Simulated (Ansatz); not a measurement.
Ga₄As₅⁻. Charge -1, multiplicity 1. Geometry PBE-D4/def2-SVP.

```csv
atom,x (Å),y (Å),z (Å)
Ga1,-2.490,-0.562,1.545
Ga2,1.876,0.368,-2.089
Ga3,-0.850,0.239,-0.713
Ga4,1.934,-0.520,0.597
As5,-0.180,0.847,-2.972
As6,0.166,0.721,1.707
As7,-1.108,-0.413,3.419
As8,-3.136,-0.498,-0.679
As9,3.788,-0.183,-0.815
```

The structure comes from a short search, and lower isomers may exist.

(1) Estimate the orbital energies around the gap (eV) in Ansatz with PBE-D4/def2-SVP, PBE-D4/def2-SVPD, r2SCAN-D4/def2-SVP, PBE0-D4/def2-SVP, PBE0-D4/def2-SVPD.

Answers

(1) 
```
orbital  PBE-D4/def2-SVP  PBE-D4/def2-SVPD  r2SCAN-D4/def2-SVP  PBE0-D4/def2-SVP  PBE0-D4/def2-SVPD
 HOMO−9            -3.74             -3.91               -4.11             -4.77              -4.90
 HOMO−8            -3.39             -3.56               -3.75             -4.45              -4.58
 HOMO−7            -2.99             -3.17               -3.33             -3.96              -4.09
 HOMO−6            -2.86             -3.04               -3.17             -3.76              -3.89
 HOMO−5            -2.74             -2.91               -3.05             -3.61              -3.74
 HOMO−4            -2.29             -2.46               -2.62             -3.29              -3.41
 HOMO−3            -2.24             -2.41               -2.52             -3.09              -3.22
 HOMO−2            -1.82             -1.99               -2.10             -2.70              -2.82
 HOMO−1            -1.38             -1.57               -1.65             -2.23              -2.37
   HOMO            -1.10             -1.29               -1.34             -1.89              -2.04
   LUMO            -0.09             -0.27               -0.18              0.33               0.19
 LUMO+1             0.38              0.15                0.28              0.81               0.61
 LUMO+2             0.91              0.68                0.96              1.53               1.31
 LUMO+3             1.17              0.89                1.23              1.79               1.51
 LUMO+4             1.62              1.34                1.70              2.32               2.05
 LUMO+5             1.68              1.41                1.74              2.34               2.08
```
